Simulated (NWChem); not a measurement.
System: hydronium (H3O cation); SMILES [OH3+]

Output (shortened):

```
             Northwest Computational Chemistry Package (NWChem) 7.3.0
             --------------------------------------------------------

                             Geometry "geometry" -> ""
                             -------------------------

 Output coordinates in angstroms (scale by  1.889725989 to convert to a.u.)

  No.       Tag          Charge          X              Y              Z
 ---- ---------------- ---------- -------------- -------------- --------------
    1 O                    8.0000     0.00000000     0.00000000     0.07877500
    2 H                    1.0000     0.66934200     0.66934200    -0.20738600
    3 H                    1.0000     0.24499600    -0.91433800    -0.20738600
    4 H                    1.0000    -0.91433800     0.24499600    -0.20738600

 Effective nuclear repulsion energy (a.u.)      13.8110707593

                                 NWChem DFT Module
                                 -----------------

 Summary of "ao basis" -> "ao basis" (spherical)
 ------------------------------------------------------------------------------
       Tag                 Description            Shells   Functions and Types
 ---------------- ------------------------------  ------  ---------------------
 O                         def2-tzvpd               14       40   6s4p3d1f
 H                         def2-tzvpd                5        9   3s2p

 in cosmo_initialize ...
 calling solv_data for solv:h2o

 solvent parameters
 solvname_short: h2o
 solvname_long:  water
 dielec:       78.4000
 dielecinf:     1.7769
 aqueous SMD model solvent descriptors
 dielec:       78.4000
 sola:          0.8200

          ---------------
          -cosmo- solvent
          ---------------
 Cosmo: York-Karplus, doi: 10.1021/jp992097l
 dielectric constant -eps-     =  78.40
 screen = (eps-1)/(eps    )    =   0.98724
 surface charge correction     = lagrangian

   van der Waals surface
 --------------------------

 ---------- ATOMIC COORDINATES (A.U.) ------------ VDWR(ANG.) --
     1    0.00000000    0.00000000    0.14886316     1.520
     2    1.26487297    1.26487297   -0.39190271     1.200
     3    0.46297531   -1.72784828   -0.39190271     1.200
     4   -1.72784828    0.46297531   -0.39190271     1.200
 number of segments per atom =        128
 number of   points per atom =        128
 atom (   nspa,  nppa )
 ----------------------
    1 (     65,     0 )       0
    2 (     72,     0 )       0
    3 (     73,     0 )       0
    4 (     73,     0 )       0
 number of -cosmo- surface points =      283
 molecular surface =     40.569 angstrom**2
 molecular volume  =     22.620 angstrom**3
 -lineq- algorithm             =   0
 -bem- low  level              =   3
 -bem- from -octahedral-
 gaussian surface charge width =   4.50000
 degree of switching           =   1.00000
 switching function tolerance  =   0.00010
 atomic radii =
 --------------
    1  8.000  1.520
    2  1.000  1.200
    3  1.000  1.200
    4  1.000  1.200
 ...... end of -cosmo- initialization ......

 nat:                     4
 ixmem:                  1008
 calling mnsol_interface()
 G(SMD-CDS) energy (kcal/mol)  =     2.238
 SMD-CDS SASA (angstrom**2)    =    61.331

            General Information
            -------------------
          SCF calculation type: DFT
          Wavefunction type:  closed shell.
          No. of atoms     :     4
          No. of electrons :    10
           Alpha electrons :     5
            Beta electrons :     5
          Charge           :     1
          Spin multiplicity:     1
          Use of symmetry is: off; symmetry adaption is: off
          Maximum number of iterations: 150
          AO basis - number of functions:    67
                     number of shells:    29
          Convergence on energy requested:  1.00D-06
          Convergence on density requested:  1.00D-05
          Convergence on gradient requested:  5.00D-04

              XC Information
              --------------
                         PBE0 Method XC Functional
                     Hartree-Fock (Exact) Exchange  0.250
          PerdewBurkeErnzerhof Exchange Functional  0.750
            Perdew 1991 LDA Correlation Functional  1.000 local
           PerdewBurkeErnz. Correlation Functional  1.000 non-local

[...]

                                COSMO-SMD solvation results
                                ---------------------------

             internal energy in gas <Psi(g)|H|Psi(g)> =       -76.655070892995
         internal energy in solvent <Psi(s)|H|Psi(s)> =       -76.653923764725
                               delta internal energy  =         0.001147128270 (    0.72 kcal/mol)
   total free energy in solvent <Psi(s)|H+V/2|Psi(s)> =       -76.810101276711
 polarization energy contribution <Psi(s)|V/2|Psi(s)> =        -0.156177511986 (  -98.00 kcal/mol)
    total free energy in solvent including G(SMD-CDS) =       -76.806534981077
                       G(SMD-CDS) energy contribution =         0.003566295634 (    2.24 kcal/mol)
     1 M fixed-concentration free energy of solvation =        -0.151464088082 (  -95.05 kcal/mol)

                       DFT Final Molecular Orbital Analysis
                       ------------------------------------

 Vector    3  Occ=2.000000D+00  E=-6.552670D-01
              MO Center=  9.2D-02,  9.2D-02, -1.3D-02, r^2= 7.0D-01
   Bfn.  Coefficient  Atom+Function         Bfn.  Coefficient  Atom+Function
  ----- ------------  ---------------      ----- ------------  ---------------
     7      0.286288  1 O  px                 8      0.286288  1 O  py
    10      0.241935  1 O  px                11      0.241935  1 O  py
    42      0.172291  2 H  s                 41      0.159665  2 H  s
    13      0.092105  1 O  px                14      0.092105  1 O  py
    51     -0.085953  3 H  s                 60     -0.085953  4 H  s

 Vector    4  Occ=2.000000D+00  E=-6.552516D-01
              MO Center= -9.2D-02, -9.2D-02, -1.3D-02, r^2= 7.0D-01
   Bfn.  Coefficient  Atom+Function         Bfn.  Coefficient  Atom+Function
  ----- ------------  ---------------      ----- ------------  ---------------
     7      0.286281  1 O  px                 8     -0.286281  1 O  py
    10      0.241950  1 O  px                11     -0.241950  1 O  py
    51      0.149006  3 H  s                 60     -0.149006  4 H  s
    50      0.138270  3 H  s                 59     -0.138270  4 H  s
    13      0.092185  1 O  px                14     -0.092185  1 O  py

 Vector    5  Occ=2.000000D+00  E=-4.740805D-01
              MO Center= -6.2D-05, -6.2D-05,  1.5D-01, r^2= 6.1D-01
   Bfn.  Coefficient  Atom+Function         Bfn.  Coefficient  Atom+Function
  ----- ------------  ---------------      ----- ------------  ---------------
     9      0.470427  1 O  pz                12      0.408586  1 O  pz
    15      0.240455  1 O  pz                 4      0.119626  1 O  s
     5      0.096900  1 O  s                  3      0.075488  1 O  s
    42     -0.049760  2 H  s                 51     -0.049786  3 H  s
    60     -0.049786  4 H  s                  2     -0.048978  1 O  s

 Vector    6  Occ=0.000000D+00  E=-6.742107D-03
              MO Center= -4.0D-03, -4.0D-03, -2.6D-01, r^2= 4.8D+00
   Bfn.  Coefficient  Atom+Function         Bfn.  Coefficient  Atom+Function
  ----- ------------  ---------------      ----- ------------  ---------------
     6      2.589847  1 O  s                 43     -0.669390  2 H  s
    52     -0.669236  3 H  s                 61     -0.669236  4 H  s
     4     -0.452352  1 O  s                 57     -0.247655  3 H  py
    65     -0.247655  4 H  px                 5      0.227241  1 O  s
    47      0.181772  2 H  px                48      0.181772  2 H  py

 Vector    7  Occ=0.000000D+00  E= 6.261612D-02
              MO Center=  1.9D-01,  1.9D-01, -2.6D-02, r^2= 8.2D+00
   Bfn.  Coefficient  Atom+Function         Bfn.  Coefficient  Atom+Function
  ----- ------------  ---------------      ----- ------------  ---------------
    16      1.023281  1 O  px                17      1.023281  1 O  py
    43     -0.955525  2 H  s                 52      0.475425  3 H  s
    61      0.475425  4 H  s                 56     -0.191130  3 H  px
    66     -0.191130  4 H  py                47      0.152602  2 H  px
    48      0.152602  2 H  py                49     -0.151785  2 H  pz

 Vector    8  Occ=0.000000D+00  E= 6.266739D-02
              MO Center= -1.9D-01, -1.9D-01, -2.6D-02, r^2= 8.2D+00
   Bfn.  Coefficient  Atom+Function         Bfn.  Coefficient  Atom+Function
  ----- ------------  ---------------      ----- ------------  ---------------
    16      1.022329  1 O  px                17     -1.022329  1 O  py
    52     -0.825911  3 H  s                 61      0.825911  4 H  s
    57     -0.207020  3 H  py                65      0.207020  4 H  px
    13      0.147402  1 O  px                14     -0.147402  1 O  py
    10     -0.143289  1 O  px                11      0.143289  1 O  py

     Multipole analysis of the density
     ---------------------------------

     L   x y z        total         alpha         beta         nuclear
     -   - - -        -----         -----         ----         -------
     0   0 0 0      1.000000     -5.000000     -5.000000     11.000000

     1   1 0 0      0.001122      0.000561      0.000561      0.000000
     1   0 1 0      0.001122      0.000561      0.000561      0.000000
     1   0 0 1     -0.676933     -0.346065     -0.346065      0.015197

     2   2 0 0     -1.820147     -3.309928     -3.309928      4.799709
     2   1 1 0     -0.000274     -0.000138     -0.000138      0.000001
     2   1 0 1      0.000558      0.000279      0.000279     -0.000000
     2   0 2 0     -1.820147     -3.309928     -3.309928      4.799709
     2   0 1 1      0.000558      0.000279      0.000279     -0.000000
     2   0 0 2     -4.700826     -2.669436     -2.669436      0.638045
```

Level: PBE0/def2-TZVPD, SMD on the gas-phase geometry. Geometry: optimised at B3LYP/6-31G* (spherical d). Solvent: water.

Task: Which NWChem input produces such a log?

Result: One answer among several that fit: the input that was run:
```
start job
memory heap 200 mb stack 900 mb global 1100 mb
charge 1
geometry units angstroms noautosym nocenter noautoz
  O      0.000000     0.000000     0.078775
  H      0.669342     0.669342    -0.207386
  H      0.244996    -0.914338    -0.207386
  H     -0.914338     0.244996    -0.207386
end
basis spherical
  * library def2-tzvpd
end
dft
  xc pbe0
  iterations 150
end
cosmo
  do_cosmo_smd true
  solvent water
end
task dft energy
```
